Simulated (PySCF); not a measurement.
Ionising NaTe

PBE0; PySCF, scalar-relativistic core potentials, basis sets Na def2-SVPD, Te def2-SVPD with ECP28. Neutral (UKS): doublet (π ↑), Re = 2.816 Å, ωe = 231 cm⁻¹, De = 2.16 eV, HOMO -4.74 eV, LUMO -2.80 eV.

NaTe⁺ (UKS): triplet (π ↑↑), Re = 3.152 Å, ωe = 143 cm⁻¹, De = 0.72 eV to Na⁺ + Te. The energies at the minima are -430.18244 hartree for NaTe and -429.93713 for NaTe⁺.

Task: Work out the adiabatic ionisation energy, without and with harmonic zero-point energies (1 hartree = 27.2114 eV, 1 eV = 8065.5 cm⁻¹), and the change of the bond length.

Result: At PBE0: 0.24531 hartree = 6.675 eV between the minima; the zero-point term (143.0 − 231.0)/2 cm⁻¹ = -0.005 eV makes it 6.670 eV. Re changes by +33.6 pm against the neutral. The electron leaves a π orbital; in so polar a molecule the change of length follows mostly from the change of the ionic charges.

NaTe⁻ (UKS): singlet (closed shell), Re = 2.725 Å, ωe = 250 cm⁻¹, De = 1.43 eV to Na + Te⁻. The energies at the minima are -430.18244 hartree for NaTe and -430.23016 for NaTe⁻.

Task: Work out the adiabatic electron affinity, without and with harmonic zero-point energies (1 hartree = 27.2114 eV, 1 eV = 8065.5 cm⁻¹), and the change of the bond length.

Result: At PBE0: 0.04772 hartree = 1.299 eV between the minima; the zero-point term (231.0 − 250.0)/2 cm⁻¹ = -0.001 eV makes it 1.297 eV. Re changes by -9.1 pm against the neutral. The electron enters a π orbital; in so polar a molecule the change of length follows mostly from the change of the ionic charges.

Spin–orbit coupling is left out, which matters for elements this heavy, above all for dissociation energies. For an ion De counts to the pair picked by the measured ionisation energies or electron affinities, which need not be the lowest pair at this level. The highest Kohn–Sham level is positive in this anion. Much of that is self-interaction error, but it also means that the finite basis helps to hold the extra electron. States were picked by a PBE0 search and need not be the measured ground states.
